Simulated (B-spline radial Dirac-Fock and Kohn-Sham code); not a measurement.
**Satellites and hypersatellites of the K lines of Cl⁻**

System: the Cl⁻ ion, [Ne] 3s2 3p6, inside a Watson sphere of charge +1 and radius 2.172 Å (a model of the Madelung potential; inside it an electron's potential energy is lowered by 6.6 eV).

Level of theory: Dirac-Fock ΔSCF + Breit + QED; a radial atomic solver. Each two-hole energy is an average over J within one jj subconfiguration, not an observable level; in light atoms, where LS coupling holds, the j-resolved values are not observed lines, and for a K spectator the Kα1 hypersatellite is nearly forbidden. Correlation and solid-state effects are left out.

Lines without a spectator: Kα2 (K-L2) 2620.8 eV, Kα1 (K-L3) 2622.4 eV, Kβ3 (K-M2) 2816.2 eV, Kβ1 (K-M3) 2816.3 eV. Shifts in eV with one spectator hole (a dash: not computed, or left out as unreliable):

| spectator hole | Kα2 | Kα1 | Kβ3 | Kβ1 |
| --- | --- | --- | --- | --- |
| L2 (2p1/2) | +12.03 | +15.12 | – | +39.9 |
| L3 (2p3/2) | +14.64 | +13.77 | +39.3 | – |
| M2 (3p1/2) | – | +0.14 | +1.70 | +2.44 |
| M3 (3p3/2) | +0.12 | – | +2.38 | +2.16 |

Q: Where does the K-L3 hypersatellite lie, emitted when both K electrons are missing?

A: +171.9 eV from the normal line, at 2794.3 eV. Removing both K electrons costs 5874.2 eV, which is 223.6 eV more than twice the K binding energy. In light atoms the observed hypersatellite is the ¹S₀ → ¹P₁ component, which lies below this average, and the triplet component is nearly forbidden.

With n spectator holes in 2p, averaged over the 2p shell (energies in eV):

| n | KαLⁿ | step | hypersatellite KαʰLⁿ |
| --- | --- | --- | --- |
| 0 | 2621.9 | – | 2793.6 |
| 1 | 2636.1 | +14.3 | 2809.2 |
| 2 | 2651.7 | +15.6 | 2826.1 |
| 3 | 2668.6 | +16.9 | 2844.4 |
| 4 | 2686.8 | +18.2 | 2863.9 |
| 5 | 2706.4 | +19.6 | 2884.8 |
